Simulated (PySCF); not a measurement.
# Reading the logs of faulty runs: BGeH6NSi

Calculated results; nothing here was measured. The program is PySCF 2.14.0, an open-source quantum chemistry code, run on an isolated molecule that a program drew, which may never have been made. The molecule is BGeH6NSi (charge 0, singlet), drawn as the SMILES string `BN[SiH2][GeH]`.

Each row is a Hartree-Fock (HF) and frozen-core CCSD(T) single point in the cc-pV(D+d)Z basis, meant for a local HF minimum. Run 1 is clean. Each other run has one planted mistake out of seven kinds, and not every kind appears here: one electron removed, one electron added, multiplicity raised by two, geometry at a saddle point, minimal basis STO-3G, one bond length entered in bohr, all coordinates scaled. The reference is restricted for singlets and unrestricted otherwise, and also for a bond in bohr. Adding or removing an electron swaps singlet and doublet. Electrons count all cores. HOMO and LUMO are orbital energies over both spins, the gradient is its largest component, and the lowest frequency (negative if imaginary) is given only where the gradient is small. Bond lengths are over the 9 bonds as drawn. T1 is the CCSD diagnostic: over 0.02 (restricted) or 0.045 (unrestricted) a single reference is doubtful. Germanium has the cc-pVDZ-PP basis, with a core potential (ECP10MDF) in place of its 10 inner electrons, and its 3s, 3p and 3d shells are frozen in CCSD(T).

Geometry of the clean run:
```xyz
10
BGeH6NSi, angstrom
B    -2.1728   -0.1686    0.3744
N    -0.9115   -0.7418    0.4918
Si    0.1980   -0.3043    1.7995
Ge   -1.1941    1.3875    2.9609
H    -2.5155    0.6781    1.1903
H    -2.9502   -0.4492   -0.4933
H    -0.6464   -1.4246   -0.1946
H     0.5753   -1.5217    2.5618
H     1.4588    0.2142    1.2083
H    -1.9722    0.2615    3.7549
```

```
run,electrons,basis functions,<S^2>,HOMO (eV),LUMO (eV),gradient (hartree/bohr),lowest frequency (cm^-1),mean bond (Å),longest bond (Å),T1,HF (hartree),CCSD(T) (hartree),mistake
1,64,104,0.000,-8.46,0.71,2.5e-05,108,1.5134,2.480,0.0155,-664.96601,-665.47420,no fault
2,65,104,0.762,-0.91,7.32,2.5e-02,-,1.5134,2.480,0.0175,-664.96865,-665.49029,one electron added
3,64,104,2.013,-7.23,-0.28,3.1e-02,-,1.5134,2.480,0.0175,-664.92245,-665.41462,multiplicity raised by two
4,64,104,0.000,-8.30,0.97,4.3e-02,-,1.4316,2.346,0.0143,-664.93678,-665.43791,?
5,64,104,1.000,-7.62,0.14,1.3e-02,-,1.7585,4.686,0.0215,-664.90394,-665.38114,?
```

**Which mistake was planted in run 4, and what did it cost?**

The mean and the longest bond both change by the same factor, 0.946, and the gradient is no longer small. So the mistake is: all coordinates scaled. Subtracting run 1 and multiplying by 627.51 kcal/mol a hartree, the energy moved by 18.3 kcal/mol in HF and 22.8 kcal/mol in CCSD(T).

**Which mistake was planted in run 5, and what did it cost?**

The mean bond changes by a factor of 1.162 and the longest by 1.890, so the molecule wasn't scaled as a whole. A length L in bohr read as angstrom grows by (1/0.5292 - 1) L = 0.890 L. The 9 bonds together grew by 9 x 0.2451 = 2.206 Å, which gives L = 2.479 Å. That is bond Si3-Ge4, 2.480 Å in the clean geometry. So the mistake is: one bond length entered in bohr. Subtracting run 1 and multiplying by 627.51 kcal/mol a hartree, the energy moved by 38.9 kcal/mol in HF and 58.4 kcal/mol in CCSD(T).

